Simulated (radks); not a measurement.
Results of a calculation; reference values are marked as such.
Problem. Be I, 4 electrons, occupied as 1s1.75 2s2 3s0.25 (fractional occupations, a model configuration). Level of theory: scalar-relativistic Kohn-Sham, BLYP, spin-polarised, spherical densities, finite nucleus; open shells are filled with parallel spins first; Fermi nuclear charge, rms radius 2.519 fm (a radial shooting solver on a logarithmic mesh with Libxc functionals). Some entries of the table are withheld. Estimate them.

| orbital | occ. | eigenvalue (eV) | <r> (bohr) | r(max) (bohr) |
|---|---|---|---|---|
| 1s up | 1 | -117.9958 | 0.4099 | 0.2616 |
| 1s down | 0.75 | -114.8915 | 0.4140 | 0.2632 |
| 2s up | 1 | -7.3942 | (1) | 1.868 |
| 2s down | 1 | -7.2835 | (2) | 1.885 |
| 3s up | 0.25 | -0.7223 | 9.976 | 8.511 |

Solution. 
(1) 2s up <r> (bohr): 2.378
(2) 2s down <r> (bohr): 2.398
